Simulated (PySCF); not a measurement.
Species: selenium hexafluoride, SeF6.
Structure used (PBE0-D3(BJ)/def2-SVP), in Å, numbered top down from 1:
```xyz
7
SeF6 angstrom
F     -0.3220   -1.5332    0.6634
Se     0.0005    0.0007   -0.0039
F      0.9558   -0.7274   -1.2120
F      1.3735    0.1446    0.9947
F     -1.3727   -0.1432   -1.0025
F      0.3231    1.5346   -0.6711
F     -0.9549    0.7288    1.2043
```

Method: core-valence-separated Tamm–Dancoff BHandHLYP/aug-pcX-1 (def2-SVPD on Se) in PySCF, non-relativistic, gas phase, PBE0-D3(BJ)/def2-SVP geometry. BHandHLYP without relativity tends to put these K edges a few eV too low, so spacings mean more than positions.

Task: What does the F 1s absorption edge look like?

Result: 
| E (eV) | f | core hole on | main final orbital |
| --- | --- | --- | --- |
| 681.84 | 0.2161 | F1 (×6) | LUMO (6 roots, f summed) |
| 688.61 | 0.0190 | F1 (×6) | spread (6 roots, f summed) |
| 688.81 | 0.0573 | F1 (×6) | LUMO+4 (6 roots, f summed) |

The first line with a tenth or more of the strongest one's intensity is at 681.84 eV (f = 0.216, sum of 6), with the hole on F1 (×6) (fluorine bonded to Se). It is also the strongest listed.

Roots within 0.03 eV whose holes lie on the same, on equivalent or on shared atoms are summed into one line, and the highest roots are left out, as the search may have cut off their partners. Final orbitals are the ground state's empty Kohn–Sham orbitals.

Task: What is the summed oscillator strength of the listed F K lines, and their intensity-weighted mean energy?

Result: Σf = 0.292 over 3 lines from 681.84 to 688.81 eV; the weighted mean is 683.64 eV. The strongest line holds 74 % of the sum.

The ionisation thresholds weren't computed; near and above them a finite basis only mimics Rydberg series and continuum. Relativistic effects, spin–orbit coupling among them, are left out although an element past zinc is present.

The run took 24 s wall on an x86-64 server with one thread (shared host).
